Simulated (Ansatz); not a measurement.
Born–Oppenheimer molecular dynamics of C2H9FO2Si2 (16 atoms, charge 0, multiplicity 1). It starts from a relaxed structure.

These are results of Ansatz 0.2.0, RHF/6-31G, not measurements.

```
ensemble                      : NVE (velocity Verlet)
time step                     : 0.5 fs
steps asked                   : 150
starting velocities drawn for : 300 K
masses                        : H 10 u
seed                          : 403543
```

First frame:

```xyz
16
Properties=species:S:1:pos:R:3
Si -0.187 0.032 -0.047
F 0.142 0.005 1.605
O 1.277 -0.284 -0.780
C 2.381 -1.175 -0.653
H 2.099 -2.169 -0.975
H 3.170 -0.804 -1.286
H 2.724 -1.210 0.373
Si -1.026 2.080 -0.779
H -2.298 2.377 -0.066
H -0.029 3.150 -0.500
H -1.275 1.990 -2.243
O -1.321 -1.169 -0.275
C -1.563 -2.518 0.112
H -1.408 -2.643 1.176
H -2.587 -2.747 -0.134
H -0.906 -3.185 -0.430
```

**Question.** How far do the bonds stretch over the last three quarters of this one trajectory? (Pairs bonded in most of those frames.)

**Answer.** 
| bond | mean (Å) | spread (Å) | shortest | longest |
| --- | --- | --- | --- | --- |
| Si1–F2 | 1.693 | 0.018 | 1.66 | 1.72 |
| Si1–O3 | 1.666 | 0.012 | 1.64 | 1.68 |
| Si1–Si8 | 2.382 | 0.045 | 2.33 | 2.45 |
| Si1–O12 | 1.662 | 0.032 | 1.61 | 1.73 |
| O3–C4 | 1.428 | 0.019 | 1.40 | 1.46 |
| C4–H5 | 1.082 | 0.014 | 1.06 | 1.11 |
| C4–H6 | 1.077 | 0.011 | 1.06 | 1.10 |
| C4–H7 | 1.084 | 0.020 | 1.05 | 1.11 |
| Si8–H9 | 1.486 | 0.066 | 1.40 | 1.59 |
| Si8–H10 | 1.499 | 0.018 | 1.47 | 1.53 |
| Si8–H11 | 1.490 | 0.015 | 1.46 | 1.51 |
| O12–C13 | 1.429 | 0.037 | 1.36 | 1.49 |
| C13–H14 | 1.082 | 0.026 | 1.03 | 1.12 |
| C13–H15 | 1.076 | 0.022 | 1.04 | 1.12 |
| C13–H16 | 1.080 | 0.016 | 1.05 | 1.10 |

Mean temperature of the second half: 153 K. The conserved energy stayed within 0.046 meV per atom of its start (net change 0.026 meV per atom), so the integration is sound. The temperature averaged 0.51 of the 300 K drawn at the start: a run that starts near a minimum puts about half its kinetic energy into the potential. A run of 0.075 ps of so small a system gives no equilibrium averages. Limits of this set-up: no polarisation functions.

Run time: 7.3 min on 1 thread of Arm Neoverse V2, on a shared host, peak memory 0.21 GiB.
